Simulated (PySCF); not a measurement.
A GIAO shielding run with PySCF 2.14.0 with density-fitted response routines (density fitting, non-relativistic, gas phase) on `InChI=1S/C7H11NS/c1-4-6(2)5-8-7(3)9/h4H,1-2,5H2,3H3,(H,8,9)`:

```
{"job": {"kind": "nmr", "xc": "PBE0", "basis": "pcSseg-1"}, "charge": 0, "multiplicity": 1}
C      1.708324     1.230029     0.155132
C      2.010805    -0.021950     0.478575
C      1.351687    -1.222065    -0.019359
C      1.816092    -2.433101     0.288064
C      0.120836    -1.069105    -0.875141
N     -0.970872    -0.503400    -0.114637
C     -1.720247     0.538332    -0.494534
C     -2.766151     0.973239     0.485361
S     -1.514300     1.309762    -1.931010
H      2.259031     2.057829     0.568556
H      0.922539     1.488841    -0.533167
H      2.826801    -0.211041     1.165233
H      2.695138    -2.563610     0.895764
H      1.347942    -3.332725    -0.073818
H     -0.177829    -2.047135    -1.269646
H      0.308838    -0.398095    -1.717920
H     -1.149026    -0.921764     0.787608
H     -3.378402     1.755931     0.047720
H     -3.403759     0.135112     0.766308
H     -2.292595     1.361573     1.387875
```

Hardware: 1 thread of an x86-64 server CPU, shared host. The job also computes population analyses, field gradients.

Task: How large is the calculation?

Result: 76 electrons, 215 basis functions and 1128 auxiliary functions.

Task: How long does it take?

Result: 48 s of wall time, with 14 SCF cycles and 5 response iterations. Times on a shared host scatter by some tens of per cent.
